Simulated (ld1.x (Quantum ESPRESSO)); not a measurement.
**Fe (Z = 26), PAW: configuration errors across variants**

Fe, PAW, made with ld1.x (Quantum ESPRESSO) 7.5 (PBE, scalar-relativistic). Core [Ar], reference 3d6 4s1 4p1. Waves: 4s (bound): rcut 1.80, rcutus 2.30 bohr; 4s channel at 0.45 Ry: rcut 1.80, rcutus 2.30 bohr; 4p (bound): rcut 2.15, rcutus 2.70 bohr; 4p channel at 1.2 Ry: rcut 2.15, rcutus 2.70 bohr; 3d (bound): rcut 1.60, rcutus 2.05 bohr; 3d channel at -0.25 Ry: rcut 1.60, rcutus 2.05 bohr. Local part: all-electron potential smoothed inside 2.20 bohr (lloc = -2). Core correction: Bessel-smoothed model core, default radius (core density twice the valence density). Augmentation charge: PSQ, radius 1.85 bohr.

All-electron excitation energies from the reference (eV): (1) 3d6 4s2 4p0 -4.105; (2) 3d6 4s1 4p0 4.624; (3) 3d6 4s0 4p0 20.827; (4) 3d6 4s0 4p2 4.350; (5) 3d4 4s0 4p0 108.140; (6) 3d7 4s1 4p0 -4.896; (7) 3d7 4s0 4p0 2.531.

The default core radius of the base comes out at 0.86 bohr.

Tests that are not counted but printed errors over 1 eV. “all radii but the core radius scaled by about 1.12 (s 2.58, p 3.02, d 2.30 bohr, rcut 2.02/2.40/1.78); local potential all-electron potential smoothed inside 2.46 bohr (lloc = -2); augmentation PSQ, radius 2.06 bohr”: 3d7 4s1 4p0 (solver errors, printed error -560 eV); 3d7 4s0 4p0 (solver errors, printed error -503 eV); 1 more. “waves 3d (bound): rcut 1.60, rcutus 2.48 bohr; 3d channel at -0.25 Ry: rcut 1.60, rcutus 2.48 bohr”: 3d7 4s1 4p0 (solver errors, printed error -559 eV); 3d7 4s0 4p0 (solver errors, printed error -503 eV); 1 more.

3 further variants failed, have other tests or another functional or relativity, and are left out.

Errors AE − PS in meV (a dash: test not solved or not reliable):

```csv
change,(1),(2),(3),(4),(5),(6),(7),bound ghosts
base,-0.4,-0.9,-7.9,-1.2,-1931,-78,-133,none
"waves 4p (bound): rcut 2.15, rcutus 2.88 bohr; 4p channel at 1.2 Ry: rcut 2.15, rcutus 2.88 bohr",-0.4,-0.9,-7.9,-1.1,-1931,-78,-133,none
local potential all-electron potential smoothed inside 1.96 bohr (lloc = -2),-0.4,-0.9,-7.9,-1.2,-1925,-78,-133,none
core correction Bessel-smoothed model core inside 2.18 bohr,-0.3,-0.9,-6.6,-1.0,-1960,-78,-130,none
"all radii but the core radius scaled by about 1.12 (s 2.58, p 3.02, d 2.30 bohr, rcut 2.02/2.40/1.78); local potential all-electron potential smoothed inside 2.46 bohr (lloc = -2); augmentation PSQ, radius 2.06 bohr",-0.5,-1.1,-9.0,-1.2,–,–,–,none
local potential all-electron potential smoothed inside 2.50 bohr (lloc = -1),-0.4,-0.9,-7.9,-1.2,-1947,-79,-135,none
"waves 3d (bound): rcut 1.60, rcutus 2.48 bohr; 3d channel at -0.25 Ry: rcut 1.60, rcutus 2.48 bohr",-0.5,-1.2,-9.2,-1.3,–,–,–,none
"augmentation BESSEL, radius 1.55 bohr",-0.4,-0.9,-7.1,-1.2,-1941,-79,-134,none
```

(1) Give the same row for: type ultrasoft; local potential all-electron potential smoothed inside 2.40 bohr (lloc = -1); augmentation PSQ, inside the norm-conserving radii.

Results:

(1) +0.4, -1.8, -14, -0.2, –, -91, -151; bound ghosts: none. Not counted: 3d4 4s0 4p0 (solver errors, printed error -220 eV).
